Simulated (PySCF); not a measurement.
Molecule: SMILES CN(C)C(C)(C)C, C6H15N.

Cartesian coordinates in Å; atom numbers follow the order of the lines, from 1:
```xyz
22

C     1.1479   -1.4410    0.7449
N     0.7457   -0.1578    0.2253
C     1.6062    0.2385   -0.8614
C    -0.7018    0.0221    0.0005
C    -1.2501   -0.8886   -1.1097
C    -1.4486   -0.2674    1.3069
C    -0.9705    1.4856   -0.3661
H     0.5929   -1.6963    1.6565
H     2.2140   -1.4007    1.0181
H     1.0305   -2.2839    0.0271
H     1.4027    1.2690   -1.1792
H     1.5399   -0.4148   -1.7604
H     2.6532    0.2079   -0.5212
H    -1.1029   -1.9523   -0.8681
H    -2.3301   -0.7271   -1.2470
H    -0.7604   -0.6878   -2.0749
H    -0.9889    0.2901    2.1368
H    -1.4489   -1.3365    1.5630
H    -2.4995    0.0431    1.2172
H    -2.0516    1.6855   -0.3498
H    -0.6102    1.7404   -1.3729
H    -0.4808    2.1528    0.3590
```

Geometry PBE0-D3(BJ)/def2-SVP throughout; GIAO in PySCF, gas phase, one conformer, non-relativistic; equivalent atoms averaged; basis pcSseg-1.

For orientation, PBE0 gives these absolute shieldings σ: C4 132.4, C1/C3 146.1, C5/C6/C7 157.8, N2 217.7, H8/H9/H10/H11/H12/H13 29.09, H14/H15/H16/H17/H18/H19/H20/H21/H22 30.25 ppm.

A run gave: C4 124.6, C1/C3 139.9, C5/C6/C7 152.5, N2 206.0, H8/H9/H10/H11/H12/H13 29.11, H14/H15/H16/H17/H18/H19/H20/H21/H22 30.32 ppm (absolute shieldings σ).

Problem. Which functional was used in that run?
A. B97-D
B. KT2
C. BHandHLYP
D. B97-2
E. KT3

Solution. A. C5/C6/C7 tells them apart best: B97-D gives 152.5, KT2 gives 157.0, BHandHLYP gives 157.1, B97-2 gives 157.3, KT3 gives 156.7 ppm.
